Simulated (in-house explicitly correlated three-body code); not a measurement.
Computed with an exponentially correlated three-body code. Model: two electrons around a point charge, non-relativistic, variational in 260 exponentially correlated functions (energies converged to about 1e-7 hartree, or 1e-8 relative for large Z).

For this charge the correlation energy is taken as exact minus Hartree-Fock, from which it differs by microhartrees, and the kinetic parts follow from it.

For two electrons in a singlet the Kohn-Sham orbital is the square root of half the density, so the exact Kohn-Sham potential and energy parts follow from the density alone, and exchange is minus half the Hartree energy. The Kohn-Sham level equals minus the binding energy of the second electron.

Command:
```bash
python run_hyl.py task.json out
```
Settings (lengths in bohr, energies in hartree):
```
Z                      54
interaction_strength   1
functions              260
states_tried           13
```

Time taken, with all properties: 71 s on 1 thread of Arm Neoverse N1 (shared host).

**Converged states only, values per electron or pair.**

Given: nuclear charge 54.

| term | mean r (bohr) | mean r squared (bohr²) | mean inverse r (1/bohr) | mean r12 (bohr) | mean inverse r12 (1/bohr) | mean cosine | mean p1 dot p2 (bohr⁻²) | delta r1 (bohr⁻³) | delta r12 (bohr⁻³) |
| --- | --- | --- | --- | --- | --- | --- | --- | --- | --- |
| 1 1S | 0.027972 | 0.0010442 | 53.688 | 0.040865 | 33.435 | -0.0024671 | 7.0802 | 49506 | 6043.3 |
| 2 3S | 0.070018 | 0.0078632 | 33.656 | 0.11707 | 10.053 | -0.00086887 | 0.57391 | 28096 | - |
| 2 3P | ? | ? | ? | ? | ? | ? | ? | ? | - |
| 2 1S | 0.070333 | 0.0079484 | 33.634 | 0.11607 | 12.29 | -0.0014861 | 0.64167 | 28065 | 1170.4 |
| 2 1P | 0.061126 | 0.0058697 | 33.62 | 0.09655 | 13.72 | 0.073177 | 218.77 | 25071 | 376.84 |
| 3 3S | 0.14053 | 0.036945 | 29.953 | 0.25533 | 4.9961 | -0.00030274 | 0.17212 | 25956 | - |
| 3 3P | 0.13153 | 0.032403 | 29.948 | 0.2378 | 5.548 | -0.017607 | -49.783 | 25052 | - |
| 3 1S | ? | ? | ? | ? | ? | ? | ? | ? | ? |
| 3 1P | 0.13189 | 0.0326 | 29.943 | 0.23752 | 5.9998 | 0.016675 | 50.239 | 25062 | 118.28 |
| 4 3S | 0.23935 | 0.11488 | 28.66 | 0.45207 | 2.9432 | -0.00013401 | 0.073021 | 25438 | - |
| 4 3P | 0.2305 | 0.10695 | 28.658 | 0.43454 | 3.1709 | -0.0068328 | -19.264 | 25057 | - |
| 4 1S | 0.23995 | 0.11551 | 28.658 | 0.45313 | 3.1822 | -0.00020549 | 0.092332 | 25435 | 140.52 |
| 4 1P | 0.23097 | 0.10742 | 28.656 | 0.43511 | 3.3555 | 0.0064605 | 19.522 | 25061 | 50.712 |

What belongs in the row 2 3P?

mean r (bohr): 0.060869; mean r squared (bohr²): 0.005812; mean inverse r (1/bohr): 33.637; mean r12 (bohr): 0.10093; mean inverse r12 (1/bohr): 12.042; mean cosine: -0.077171; mean p1 dot p2 (bohr⁻²): -219.85; delta r1 (bohr⁻³): 25022.

What belongs in the row 3 1S?

mean r (bohr): 0.14099; mean r squared (bohr²): 0.037213; mean inverse r (1/bohr): 29.947; mean r12 (bohr): 0.25588; mean inverse r12 (1/bohr): 5.5855; mean cosine: -0.00047577; mean p1 dot p2 (bohr⁻²): 0.21164; delta r1 (bohr⁻³): 25950; delta r12 (bohr⁻³): 336.75.

**Electric-dipole lines between converged S and P states, rate of the upper state's decay.**

| s state | p state | p minus s (eV) | oscillator strength from s | rate (1/s) |
| --- | --- | --- | --- | --- |
| 1 1S | 2 1P | 29219 | 0.81249 | 1.0033e+16 |
| 1 1S | 3 1P | 34517 | 0.15689 | 2.7036e+15 |
| 1 1S | 4 1P | 36373 | 0.05775 | 1.1051e+15 |
| 2 1S | 2 1P | ? | ? | ? |
| 2 1S | 3 1P | 5337.7 | 0.42613 | 1.7561e+14 |
| 2 1S | 4 1P | 7193.6 | 0.10152 | 7.5986e+13 |
| 3 1S | 2 1P | -5286 | -0.042943 | 5.2067e+13 |
| 3 1S | 3 1P | 11.589 | 0.016387 | 3.1835e+07 |
| 3 1S | 4 1P | 1867.5 | 0.47347 | 2.3883e+13 |
| 4 1S | 2 1P | -7148.7 | -0.0095805 | 2.1245e+13 |
| 4 1S | 3 1P | ? | ? | ? |
| 4 1S | 4 1P | 4.8464 | 0.022838 | 7.7587e+06 |
| 2 3S | 2 3P | 54.84 | 0.012799 | 5.5674e+08 |
| 2 3S | 3 3P | 5387.6 | 0.42242 | 1.7734e+14 |
| 2 3S | 4 3P | 7251 | 0.10096 | 7.6775e+13 |
| 3 3S | 2 3P | -5317.4 | -0.043073 | 5.2848e+13 |
| 3 3S | 3 3P | 15.278 | 0.021473 | 7.2495e+07 |
| 3 3S | 4 3P | 1878.8 | 0.46946 | 2.3968e+13 |
| 4 3S | 2 3P | -7189.9 | -0.0095686 | 2.1464e+13 |
| 4 3S | 3 3P | -1857.2 | -0.10176 | 1.523e+13 |
| 4 3S | 4 3P | 6.3155 | 0.02963 | 1.7093e+07 |

What belongs in the row 2 1S 2 1P?

p minus s (eV): 40.06; oscillator strength from s: 0.0094395; rate (1/s): 2.1911e+08.

What belongs in the row 4 1S 3 1P?

p minus s (eV): -1851; oscillator strength from s: -0.10095; rate (1/s): 1.5009e+13.

**Exact Kohn-Sham parts of the ground state from its density.**

Computed: total energy -2882.40751 hartree; Kohn-Sham kinetic 2882.4 hartree; Hartree energy 67.056 hartree; exchange energy -33.528 hartree; kinetic part of the DFT correlation energy 0.046268 hartree; exact minus restricted Hartree-Fock -0.046482 hartree; Kohn-Sham level -38760 eV; dipole polarisability 1.0872e-06 bohr³; C6 of two such species 1.0898e-09 hartree·bohr⁶.

What is the restricted Hartree-Fock level?

-38760 eV.

What is the potential part of the DFT correlation energy?

-0.092751 hartree.

**Density and exact potentials over r, pair density (one pair, times 4 pi r12^2) and exact minus Kohn-Sham pair density over r12.**

```csv
radius (bohr),radial density (electrons/bohr),exchange potential (hartree),intracule density (1/bohr),Coulomb hole against Kohn-Sham (1/bohr)
0.000741,0.63064,-53.633,0.041684,-0.0007469
0.000857,0.83304,-53.615,0.055743,-0.0009926
0.000991,1.0979,-53.591,0.074511,-0.001317
0.00115,1.4533,-53.559,0.10029,-0.001758
0.00133,1.9065,-53.517,0.13405,-0.002326
0.00154,2.4987,-53.461,0.17955,-0.00308
0.00178,3.2529,-53.389,0.23956,-0.004056
0.00206,4.227,-53.293,0.32028,-0.005339
0.00238,5.4507,-53.17,0.42648,-0.006984
0.00275,6.9923,-53.01,0.56754,-0.009103
0.00318,8.926,-52.802,0.75555,-0.01183
0.00368,11.326,-52.532,1.0058,-0.01531
0.00426,14.257,-52.185,1.337,-0.01968
0.00493,17.762,-51.743,1.7716,-0.02508
0.0057,21.852,-51.187,2.335,-0.03159
0.0066,26.588,-50.484,3.0719,-0.03937
0.00763,31.8,-49.621,4.0054,-0.04819
0.00883,37.424,-48.553,5.1924,-0.05792
0.0102,43.086,-47.276,6.6443,-0.06778
0.0118,48.537,-45.735,8.4178,-0.077
0.0137,53.326,-43.876,10.552,-0.08416
0.0158,?,?,?,?
0.0183,58.015,-39.441,15.335,-0.08376
0.0212,57.012,-36.797,17.759,-0.07259
0.0245,?,?,?,?
0.0283,47.404,-31.057,21.055,-0.02762
0.0328,39.296,-27.989,21.252,0.001545
0.0379,30.369,-25.009,20.106,0.02699
0.0439,21.423,-22.087,17.578,0.04364
0.0508,13.701,-19.368,14.027,0.04752
0.0588,7.796,-16.877,10.037,0.03995
0.068,3.8959,-14.659,6.3397,0.02636
0.0786,1.675,-12.708,3.4624,0.01321
0.091,0.59622,-10.985,1.5777,0.004451
0.105,0.17771,-9.523,0.60109,0.000651
0.122,0.038988,-8.1966,0.17125,-0.0002936
```

What belongs in the row 0.0158?

radial density (electrons/bohr): 56.584; exchange potential (hartree): -41.826; intracule density (1/bohr): 12.841; Coulomb hole against Kohn-Sham (1/bohr): -0.08699.

What belongs in the row 0.0245?

radial density (electrons/bohr): 53.42; exchange potential (hartree): -33.992; intracule density (1/bohr): 19.773; Coulomb hole against Kohn-Sham (1/bohr): -0.05339.
